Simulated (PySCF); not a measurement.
## NMR problem set

Single conformer, no relativistic terms, gas phase, rapidly exchanging positions averaged. GFN2-xTB geometry; σ from GIAO-PBE0/pcSseg-1; PySCF.

Shifts are taken against calculated references (same method and geometry level): 1H and 13C against TMS. Splittings of carbon signals by F and P are missing where no couplings were computed. Where no couplings were computed, multiplicities follow the n + 1 count of equivalent neighbours, and m marks all less simple cases (inequivalent or close neighbours, rings, F or P nearby). Shifts are as computed. Against solution values, carbons near 30 ppm lie about +3 ppm off and those near 130 ppm about +5 ppm; carbons on Cl a further +6 ppm. Of 1211 compounds with measured shifts, 218 miss one by over three times the rms of a fit or turn the order of signals round; such compounds aren't used in these exercises. Carbons bonded to Cl come out too deshielded. OH and NH positions are gas-phase values without hydrogen bonding to other molecules.

(1) C$_{8}$H$_{12}$. 1H NMR (500 MHz, computed): δ 6.24 (d, 1H), 3.17 (m, 1H), 2.26 (m, 2H), 2.00 (m, 1H), 1.94 (m, 2H), 1.84 (m, 1H), 1.04 (m, 2H), 0.99 (m, 2H). 13C{1H} NMR (computed): δ 133.9 (CH), 126.0 (C), 39.5 (CH), 28.9 (CH2), 17.5 (CH2), 4.9 (CH2), 4.1 (CH2). Give a structure.

(2) C$_{5}$H$_{6}$F$_{2}$OSi. 1H NMR (500 MHz, computed): δ 7.24 (m, 1H), 7.23 (m, 1H), 7.01 (m, 1H), 4.47 (s, 3H). 13C{1H} NMR (computed): δ 163.7 (C), 155.0 (C), 131.6 (CH), 118.5 (CH), 116.0 (CH). What is it?

(3) C$_{5}$H$_{4}$ClNO. 1H NMR (500 MHz, computed): δ 8.43 (d, 1H), 7.02 (s, 1H), 6.34 (d, 1H), 4.73 (br s, 1H). 13C{1H} NMR (computed): δ 171.0 (C), 164.8 (C), 155.5 (CH), 115.8 (CH), 112.0 (CH). Give a structure.

Answers

(1) SMILES C(=C1CC1)C1CCC1. The formula gives 3 degrees of unsaturation (2 rings in the answer). 7 carbon signals for 8 carbons: some carbons are equivalent by symmetry or fast rotation. Carbon types of the structure: 1 × C, 2 × CH, 5 × CH2, which accounts for all hydrogens. δC 133.9: alkene CH; as expected for a trigonal carbon in a double bond. δC 126.0: fully substituted alkene carbon; as expected for a trigonal carbon in a double bond. δC 28.9, 17.5: sp3 CH2 in a ring; aliphatic region, no heteroatom directly attached. δC 4.9, 4.1: three-membered-ring carbon; carbons of three-membered rings are unusually shielded.

The data come from this structure; uniqueness wasn't tested.

(2) `FC(F)c1ccc([SiH3])o1`. Rings plus π bonds: 3 (1 ring in the answer). 5 carbon signals for 5 carbons: no two carbons are equivalent. Carbon types of the structure: 2 × C, 3 × CH, leaving 3 H on heteroatoms. δC 163.7, 155.0: substituted aromatic carbon next to the ring oxygen. δC 131.6, 118.5: aromatic CH. δC 116.0: sp3 CH bonded to 2 F, on an aromatic ring; 2 electronegative neighbours deshield it. δH 7.01: hydrogen on an sp3 CH bonded to 2 F, on an aromatic ring; its carbon carries F, hence the downfield position.

The data come from this structure; uniqueness wasn't tested.

(3) 2-chloro-4(1H)-pyridinone (SMILES Oc1ccnc(Cl)c1). Rings plus π bonds: 4 (1 ring in the answer). 5 carbon signals for 5 carbons: no two carbons are equivalent. Carbon types of the structure: 2 × C, 3 × CH, leaving 1 H on heteroatoms. δC 171.0: aromatic carbon bearing oxygen; the electronegative substituent deshields the carbon that carries it. δC 164.8: aromatic carbon bearing chlorine. δC 155.5: aromatic CH next to a ring nitrogen; the adjacent pyridine-type nitrogen withdraws density from it. δC 115.8, 112.0: aromatic CH; it is ortho or para to a lone-pair donor and shielded by resonance.

The shifts were computed for this structure.
